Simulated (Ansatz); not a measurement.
Tuning the range parameter of LC-ωPBE so that −HOMO meets the ionisation energy; basis def2-SVP, Ansatz. System: In5P4Cl3, a halide-capped cluster cut from zinc blende InP (3 Cl on the cations). The state is a singlet with charge 0. Geometry: PBE-D4/def2-SVP. The ionised state is a doublet.

Geometry of the singlet:

```xyz
12

In   -0.950    1.826    0.896
In   -0.857   -0.306   -2.075
In    2.230   -0.148    0.129
In    0.084   -0.587    2.811
In   -0.101   -2.663    0.061
P     0.711    1.471   -1.046
P    -1.438    1.166    3.267
P    -1.598   -2.683   -1.773
P     1.718   -2.180    1.744
Cl   -2.513    3.420    0.056
Cl   -1.877    0.720   -3.966
Cl    4.590   -0.035   -0.104
```

In the def2 sets In takes a core potential; there is no spin–orbit coupling.

```json
{"ω (1/bohr)": "0.1", "HOMO (eV)": "-7.17", "LUMO (eV)": "-2.83", "vertical IE (eV)": "7.74", "HOMO + IE (eV)": "0.57"}
{"ω (1/bohr)": "0.2", "HOMO (eV)": "-8.06", "LUMO (eV)": "-2.21", "vertical IE (eV)": "7.97", "HOMO + IE (eV)": "-0.09"}
{"ω (1/bohr)": "0.3", "HOMO (eV)": "-8.62", "LUMO (eV)": "-1.98", "vertical IE (eV)": "8.01", "HOMO + IE (eV)": "-0.61"}
```

Q: Estimate the row for 0.15 bohr⁻¹.

A: 
| ω (1/bohr) | HOMO (eV) | LUMO (eV) | vertical IE (eV) | HOMO + IE (eV) |
| --- | --- | --- | --- | --- |
| 0.15 | -7.66 | -2.46 | 7.88 | 0.22 |

Q: Where does the tuning condition hold?

A: Near ω = 0.19 bohr⁻¹, by linear interpolation.
